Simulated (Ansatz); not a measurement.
Basis sets compared for dimethylphenylsulfonium mesylate, `CS(=O)(=O)[O-].C[S+](C)c1ccccc1`. Total charge 0; singlet. Geometry PBE0-D4/def2-SVP. Ansatz on 4 threads of Arm Neoverse V2 on a shared host; times are rough, and most runs start from earlier orbitals.

```tsv
atom	x (Å)	y (Å)	z (Å)
C1	1.733	-3.519	0.242
S2	1.087	-1.888	-0.089
O3	2.036	-0.941	0.562
O4	0.992	-1.762	-1.546
O5	-0.245	-1.872	0.616
H6	1.806	-3.655	1.329
H7	1.046	-4.255	-0.195
H8	2.723	-3.592	-0.225
C9	-2.103	1.831	1.776
S10	-1.303	0.273	1.295
C11	0.106	0.300	2.411
C12	-0.696	0.745	-0.308
C13	-1.403	0.233	-1.393
C14	-0.983	0.558	-2.677
C15	0.143	1.356	-2.861
C16	0.854	1.837	-1.764
C17	0.439	1.533	-0.472
H18	-2.965	1.974	1.111
H19	-2.453	1.721	2.813
H20	-1.412	2.680	1.686
H21	-0.175	-0.337	3.259
H22	0.962	-0.153	1.862
H23	0.307	1.329	2.737
H24	-2.240	-0.448	-1.231
H25	-1.517	0.151	-3.538
H26	0.487	1.586	-3.872
H27	1.755	2.435	-1.911
H28	1.020	1.878	0.384
```

In the singlet geometry the species has come apart into loosely held pieces.

Binding counts from free atoms (C triplet, S triplet, O triplet, H doublet) in the same basis, without a counterpoise term.

| level | functions | energy (Eh) | HOMO (eV) | LUMO (eV) | binding per atom (eV) | wall time |
| --- | --- | --- | --- | --- | --- | --- |
| PBE-D4/def2-SVP | 274 | -1371.6624 | -4.44 | -1.82 | 4.45 | 7.5 s |
| PBE0-D4/def2-SVP | 274 | -1371.7593 | -6.06 | -0.97 | 4.33 | 14 s |

**Question.** Estimate the rows for PBE-D4/def2-TZVP (with forces), PBE0-D4/def2-TZVP (with forces).

**Answer.** 
| level | functions | energy (Eh) | HOMO (eV) | LUMO (eV) | binding per atom (eV) | wall time |
| --- | --- | --- | --- | --- | --- | --- |
| PBE-D4/def2-TZVP (with forces) | 530 | -1372.6585 | -4.89 | -1.97 | 4.47 | 19 s |
| PBE0-D4/def2-TZVP (with forces) | 530 | -1372.7463 | -6.43 | -1.10 | 4.35 | 64 s |
